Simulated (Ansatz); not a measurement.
Geometry optimisation, RKS PBE0-D4/def2-SVP (Ansatz 0.2.0).

The input (input.yaml):

```yaml
crystal:
  periodic: [false, false, false]
  atoms:
    - { symbol: "N", position_ang: [0.89441, 1.08249, 0.37084] }
    - { symbol: C, position_ang: [0.2487, 0.20251, 0.967] }
    - { symbol: O, position_ang: [-0.39103, -0.87409, 0.5189] }
    - { symbol: Te, position_ang: [-0.35461, -1.37714, -1.43969] }
    - { symbol: H, position_ang: [0.9534, 0.94743, -0.64261] }
    - { symbol: H, position_ang: [0.14421, 0.2737, 2.04813] }
    - { symbol: H, position_ang: [-1.20333, -1.39056, 0.75027] }
basis:
  gaussian: { orbitals: def2-SVP }
hamiltonian:
  xc: pbe0
  dispersion: d4
relax:
  f_tol: 0.02
  max_steps: 50
output:
  orbitals: {}
```

Command:

```bash
$ ansatz run input.yaml --threads 2 --pin off --max-ram 3072MiB --backend cpu --events-out ev --progress --plain --runs-dir out
```

Problem. Where does it end, and by what steps?

Solution. The forces met the threshold. After 8 steps the energy has fallen by 0.843 eV; Te4 moved furthest, 0.31 Å.

```csv
step,energy less start (eV),largest force component (eV/Å),accepted
0,0.0000,3.488,yes
1,-0.6020,1.411,yes
2,-0.7846,0.772,yes
3,-0.8147,0.411,yes
4,-0.8322,0.482,yes
5,-0.8268,0.437,no
6,-0.8419,0.099,yes
7,-0.8428,0.066,yes
8,-0.8429,0.006,yes
```

```xyz
7
Properties=species:S:1:pos:R:3
N 0.907 1.055 0.379
C 0.214 0.247 1.016
O -0.368 -0.891 0.452
Te -0.399 -1.347 -1.749
H 0.973 0.806 -0.622
H -0.003 0.320 2.091
H -1.032 -1.326 1.005
```

Run time: 16 s on 2 threads of Intel(R) Xeon(R) Platinum 8488C (Sapphire Rapids) (shared host), peak memory 0.19 GiB.
